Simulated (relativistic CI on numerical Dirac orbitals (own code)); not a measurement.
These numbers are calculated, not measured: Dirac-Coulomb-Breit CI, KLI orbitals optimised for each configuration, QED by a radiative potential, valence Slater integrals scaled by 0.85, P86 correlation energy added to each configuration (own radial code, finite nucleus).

Configurations in the expansion (outside the closed core [Xe]): 5d2, 5d.6s, 6s2, 4f.6s, 5d.4f, 5d.6p, 6s.6p, 4f2, 5d.5f, 4f.6p, 5d.7s, 5d.5g, 5d.6d, 5d.7p, 4f.5f, 5d.8s, 6p2, 5d.7d, 5d.8p, 4f.5g, 5d.6f, 5f2, 5d.8d, 5f.6s, 5g2, 5g.6s. Levels of other configurations are missing.

For a near-neutral ion this model can misplace configurations by up to about 10,000 cm⁻¹ (more where the count of f electrons changes) and terms by 10 to 25 % of their spread. Rates follow the energies as ν³ (E1, M1) or ν⁵ (E2), so they and the lifetimes can be off by large factors. The fine structure of a lone outer electron comes out too small, for d and f at times inverted, and misplaced configurations move strength between like terms. 34 of the 50 excited levels that our extract of the measured tables holds in this range could be paired (the sources list more); they are missed by 3691 cm⁻¹ on average and 9299 at most, and levels without a partner can miss by more. Some levels of the ground configuration have no partner and can miss by 10 % or more.

Outline of the computed level scheme of La II. Lowest level of each configuration: 5d2 3F_2 at 0.0000 eV; 5d.6s 3D_1 at 0.3855 eV; 6s2 1S_0 at 1.0659 eV; 4f.6s 3F°_2 at 2.3570 eV; 5d.4f 1G°_4 at 2.6964 eV; 5d.6p 1D°_2 at 2.8883 eV; 6s.6p 3P°_0 at 3.6158 eV.

Some strong electric-dipole decays among the lowest 45 levels: 5d.6p 3F°_4 → 5d.6s 3D_3 (1.9e+08 s⁻¹); 6s.6p 3P°_0 → 5d.6s 3D_1 (1.5e+08 s⁻¹); 5d.6p 3F°_3 → 5d.6s 3D_2 (1.3e+08 s⁻¹); 5d.6p 3F°_2 → 5d.6s 3D_1 (1.2e+08 s⁻¹); 6s.6p 3P°_1 → 5d.6s 3D_2 (9.6e+07 s⁻¹); 5d.6p 3D°_3 → 5d.6s 3D_3 (9.1e+07 s⁻¹); 5d.6p 3D°_3 → 5d2 3F_4 (7.4e+07 s⁻¹); 5d.6p 3D°_2 → 5d2 3F_3 (6.9e+07 s⁻¹).

Rates of lines that live on the mixing of spin multiplicities can be off by large factors.

LS names give the leading component of a level, which can be under half, so a name can repeat, a term be missing and a line seem to break the LS rules.
